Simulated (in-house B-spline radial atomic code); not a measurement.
Results of a calculation; reference values are marked as such.
## Lu+ at several levels of theory

Ground configuration [Xe] 4f14 6s2. All numbers come from an all-electron radial atomic-structure program (B-spline basis), all electrons, at the radial basis limit. Mean-field, RPA, GW and linear-response runs are scalar-relativistic (one-electron X2C), no spin-orbit coupling, without Breit or QED terms, open shells spin-polarised at highest spin; the many-body runs on Dirac-Hartree-Fock orbitals are four-component, and their energies hold both.

Without the two-electron picture change, the correlation of inner shells comes somewhat too large for so heavy an element.

**Ionisation energy.** The reference is 14.13 ± 0.05 eV (NIST, semi-empirical).

```tsv
method	value (eV)	minus reference (eV)
minus the highest LDA VWN5 level	11.27	-2.86
LDA VWN5, difference of total energies	14.30	+0.17
minus the highest PBE level	11.03	-3.10
PBE, difference of total energies	14.03	-0.10
G0W0 on PBE	14.27	+0.14
exact exchange + RPA on PBE	14.43	+0.30
exact exchange + RPA + SOSEX on PBE	14.07	-0.06
minus the highest r2SCAN level	11.11	-3.02
r2SCAN, difference of total energies	13.68	-0.45
minus the highest PBE0 level	11.66	-2.47
PBE0, difference of total energies	13.83	-0.30
G0W0 on PBE0	14.22	+0.09
minus the highest B3LYP (VWN-RPA) level	11.62	-2.51
B3LYP (VWN-RPA), difference of total energies	14.11	-0.02
minus the highest CAM-B3LYP level	12.78	-1.35
minus the highest LC-wPBE level	13.70	-0.43
minus the highest Hartree-Fock level	12.76	-1.37
Hartree-Fock, difference of total energies	12.59	-1.54
G0W0 on Hartree-Fock	14.02	-0.11
MP2, difference of total energies	14.11	-0.02
CI + MBPT for the two outer electrons	13.91	-0.22
Dirac-Fock + self-energy with TDHF screening (6s1/2)	13.66	-0.47
```

Question: Which methods come closest, and which lies farthest off?

Answer: Closest: MP2, difference of total energies (-0.02 eV) and B3LYP (VWN-RPA), difference of total energies (-0.02 eV). Farthest: minus the highest PBE level (-3.10 eV). The PBE level misses by -3.1 eV while the PBE energy difference misses by -0.10 eV: the semilocal potential lacks the −1/r tail and the energy is convex in the electron number, but total energies at whole numbers are far better.

**Static dipole polarisability and C6** of two like species, by linear response (no reference value is at hand):

```
                                method  α (bohr³)  C6 (hartree·bohr⁶)
                              LDA VWN5      55.77               543.5
                                   PBE      60.23               602.2
                                  PBE0      63.58               647.8
                       B3LYP (VWN-RPA)      58.46               578.8
                             CAM-B3LYP      59.23               589.8
                               LC-wPBE      68.05                 712
                                  TDHF      72.12                 771
relativistic RPA (four-component TDHF)      72.03               764.7
```

Question: What mean excitation energy do α and C6 imply in London's formula C6 = (3/4) α² ω?

Answer: LDA VWN5: ω = 0.233 hartree; relativistic RPA (four-component TDHF): ω = 0.197 hartree. A method that puts the excitations lower gives a larger α and a smaller ω.

**Lowest terms** (eV, full linear response; a dash marks a state above the method's threshold or not assigned, «imaginary» a triplet instability of the closed-shell solution):

| method | 6s → 5d 3D | 6s → 6p 3P | 6s → 6p 1P |
| --- | --- | --- | --- |
| LDA VWN5 | 1.242 | 3.978 | 5.437 |
| PBE | 0.946 | 3.605 | 5.211 |
| PBE0 | 0.957 | 3.403 | 5.088 |
| B3LYP (VWN-RPA) | 1.187 | 3.786 | 5.316 |
| CAM-B3LYP | 1.257 | 3.709 | 5.286 |
| LC-wPBE | 0.848 | 3.022 | 4.904 |
| TDHF | 0.920 | 2.354 | 4.806 |
| BSE on G0W0@HF | 1.416 | 3.489 | 5.465 |
| CI + MBPT, average over J | 1.496 | 3.746 | 4.693 |
| measured, average over J (NIST) | 1.628 | 3.789 | 4.739 |

Question: Which methods give these terms best?

Answer: Mean absolute differences from the measured values, for methods that give all terms: CI + MBPT, average over J 0.07 eV; CAM-B3LYP 0.33 eV; B3LYP (VWN-RPA) 0.34 eV; BSE on G0W0@HF 0.41 eV; LDA VWN5 0.42 eV; PBE 0.45 eV; PBE0 0.47 eV; LC-wPBE 0.57 eV; TDHF 0.74 eV. Triplets fall as the share of exact exchange grows, since unscreened exchange drives the closed shell towards a triplet instability.

Run times on one thread of shared hosts: mean field, RPA, SOSEX and G0W0 on PBE, for the atom and its ion, 14 s (Arm Neoverse V2); TDDFT with PBE, 1.9 s (Intel Xeon Platinum 8559C (Emerald Rapids)); G0W0 and BSE, 6.8 s (Intel Xeon Platinum 8559C (Emerald Rapids)); CI + MBPT, 110 s (Intel Xeon Platinum 8488C); removal energies by the self-energy, 47 s (Intel Xeon 6975P-C).
